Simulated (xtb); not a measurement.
C5H10BO2, doublet, at a GFN2-xTB geometry; GFN2-xTB run with xtb 6.7.1.

Here is a job for xtb.
```
$ xtb mol.xyz --gfn 2 --uhf 1 --json

# file mol.xyz
18

C      1.38783337    -1.67713362    -0.49869636
C      0.79873560    -0.41684391     0.00159427
O      1.56256697     0.70592981     0.12310994
B      0.71090051     1.76643767     0.29491471
O     -0.59015660     1.38139942     0.26214498
C     -0.65228721    -0.03006612     0.05195812
C     -1.39560536    -0.31547624    -1.26577292
C     -1.40075495    -0.68264337     1.22658614
H      2.42266284    -1.74844629    -0.17117652
H      1.38034292    -1.73094878    -1.59463291
H      0.82869591    -2.53095126    -0.11943654
H      1.06725639     2.85930756     0.44861849
H     -2.40410858     0.08499364    -1.20716015
H     -0.87726423     0.16310918    -2.09326871
H     -1.44018145    -1.38639621    -1.44029850
H     -0.89157880    -0.45513150     2.15976303
H     -2.41410674    -0.29358893     1.27639362
H     -1.43303248    -1.75979002     1.09056981
```

What the program printed (banner, timings and long lists left out):

```
   ID    Z sym.   atoms
    1    6 C      1, 2, 6-8
    2    8 O      3, 5
    3    5 B      4
    4    1 H      9-18

           -------------------------------------------------
          |                Calculation Setup                |
           -------------------------------------------------

           -------------------------------------------------
          |                 G F N 2 - x T B                 |
           -------------------------------------------------

          ...................................................
          :                      SETUP                      :
          :.................................................:
          :  # basis functions                  42          :
          :  # atomic orbitals                  42          :
          :  # shells                           26          :
          :  # electrons                        45          :
          :  max. iterations                   250          :
          :  Hamiltonian                  GFN2-xTB          :
          :  restarted?                      false          :
          :  GBSA solvation                  false          :
          :  PC potential                    false          :
          :  electronic temp.          300.0000000     K    :
          :  accuracy                    1.0000000          :
          :  -> integral cutoff          0.2500000E+02      :
          :  -> integral neglect         0.1000000E-07      :
          :  -> SCF convergence          0.1000000E-05 Eh   :
          :  -> wf. convergence          0.1000000E-03 e    :
          :  Broyden damping             0.4000000          :
          :  net charge                          0          :
          :  unpaired electrons                  1          :
          ...................................................

 iter      E             dE          RMSdq      gap      omega  full diag
   1    -25.3184529 -0.253185E+02  0.568E+00    4.87       0.0  T
   2    -25.4671293 -0.148676E+00  0.343E+00    2.69       1.0  T
   3    -25.4708850 -0.375572E-02  0.169E+00    4.10       1.0  T
   4    -25.4808533 -0.996826E-02  0.510E-01    3.17       1.0  T
   5    -25.4845054 -0.365214E-02  0.256E-01    3.59       1.0  T
   6    -25.4848211 -0.315676E-03  0.633E-02    3.48       1.0  T
   7    -25.4848474 -0.263000E-04  0.238E-02    3.46       1.0  T
   8    -25.4848484 -0.995681E-06  0.647E-03    3.44       3.6  T
   9    -25.4848487 -0.338371E-06  0.198E-03    3.45      11.9  T
  10    -25.4848488 -0.140714E-07  0.953E-04    3.45      24.7  T
  11    -25.4848488 -0.276338E-08  0.469E-04    3.45      50.2  T

   *** convergence criteria satisfied after 11 iterations ***

         :::::::::::::::::::::::::::::::::::::::::::::::::::::
         ::                     SUMMARY                     ::
         :::::::::::::::::::::::::::::::::::::::::::::::::::::
         :: total energy             -25.214787289402 Eh    ::
         :: gradient norm              0.000038677592 Eh/a0 ::
         :: HOMO-LUMO gap              3.449193227410 eV    ::
         ::.................................................::
         :: SCC energy               -25.484792903262 Eh    ::
         :: -> isotropic ES            0.062839904655 Eh    ::
         :: -> anisotropic ES          0.003646508515 Eh    ::
         :: -> anisotropic XC          0.005606225892 Eh    ::
         :: -> dispersion             -0.012210063024 Eh    ::
         :: repulsion energy           0.270005613860 Eh    ::
         :: add. restraining           0.000000000000 Eh    ::
         :: total charge               0.000000000000 e     ::
         :::::::::::::::::::::::::::::::::::::::::::::::::::::

           -------------------------------------------------
          |                Property Printout                |
           -------------------------------------------------

    * Orbital Energies and Occupations

[...]
        42                          0.5207224              14.1696
      -------------------------------------------------------------
                  HL-Gap            0.1267555 Eh            3.4492 eV
             Fermi-level           -0.2888449 Eh           -7.8599 eV

     #   Z          covCN         q      C6AA      α(0)
     1   6 C        3.751    -0.108    22.630     6.784
     2   6 C        2.976     0.054    26.791     8.490
     3   8 O        1.642    -0.309    19.176     5.911
     4   5 B        2.770     0.418    15.493     6.583
     5   8 O        1.641    -0.349    19.886     6.020
     6   6 C        3.868     0.136    18.342     6.090
     7   6 C        3.754    -0.115    22.763     6.803
     8   6 C        3.754    -0.116    22.780     6.806
     9   1 H        0.925     0.065     2.143     2.289
    10   1 H        0.924     0.055     2.260     2.351
    11   1 H        0.925     0.049     2.333     2.388
    12   1 H        0.942    -0.078     4.836     3.438
    13   1 H        0.925     0.057     2.237     2.339
    14   1 H        0.925     0.045     2.382     2.414
    15   1 H        0.925     0.047     2.363     2.404
    16   1 H        0.925     0.048     2.343     2.394
    17   1 H        0.925     0.057     2.239     2.340
    18   1 H        0.925     0.045     2.386     2.416

 Mol. C6AA /au·bohr⁶  :       2726.768363
 Mol. C8AA /au·bohr⁸  :      60844.940504
 Mol. α(0) /au        :         78.259177

Wiberg/Mayer (AO) data.
largest (>0.10) Wiberg bond orders for each atom

 ---------------------------------------------------------------------------
     #   Z sym  total        # sym  WBO       # sym  WBO       # sym  WBO
 ---------------------------------------------------------------------------
     1   6 C    3.996 --     2 C    1.056     9 H    0.976    11 H    0.975
                            10 H    0.948
     2   6 C    3.422 --     3 O    1.139     1 C    1.056     6 C    1.002
     3   8 O    2.366 --     2 C    1.139     4 B    1.108
     4   5 B    3.362 --     5 O    1.194     3 O    1.108    12 H    0.957
     5   8 O    2.281 --     4 B    1.194     6 C    0.950
     6   6 C    3.941 --     2 C    1.002     8 C    0.967     7 C    0.962
                             5 O    0.950
     7   6 C    3.992 --    14 H    0.987    15 H    0.985    13 H    0.983
                             6 C    0.962
     8   6 C    3.993 --    16 H    0.986    18 H    0.985    17 H    0.983
                             6 C    0.967
     9   1 H    0.996 --     1 C    0.976
    10   1 H    0.995 --     1 C    0.948
    11   1 H    0.997 --     1 C    0.975
    12   1 H    0.994 --     4 B    0.957
    13   1 H    0.997 --     7 C    0.983
    14   1 H    0.998 --     7 C    0.987
    15   1 H    0.998 --     7 C    0.985
    16   1 H    0.998 --     8 C    0.986
    17   1 H    0.997 --     8 C    0.983
    18   1 H    0.998 --     8 C    0.985
 ---------------------------------------------------------------------------

Topologies differ in total number of bonds
Writing topology from bond orders to xtbtopo.mol

molecular dipole:
                 x           y           z       tot (Debye)
 q only:       -0.281      -0.783      -0.162
   full:       -0.289      -0.925      -0.243       2.539
molecular quadrupole (traceless):
                xx          xy          yy          xz          yz          zz
 q only:       -1.203       0.242       0.376      -0.184       0.154       0.826
  q+dip:       -0.809      -0.294      -1.171      -0.352      -0.114       1.980
   full:       -1.478      -0.141      -1.237      -0.300      -0.278       2.715

           -------------------------------------------------
          | TOTAL ENERGY              -25.214787289402 Eh   |
          | GRADIENT NORM               0.000038677592 Eh/α |
          | HOMO-LUMO GAP               3.449193227410 eV   |
           -------------------------------------------------

normal termination of xtb
```
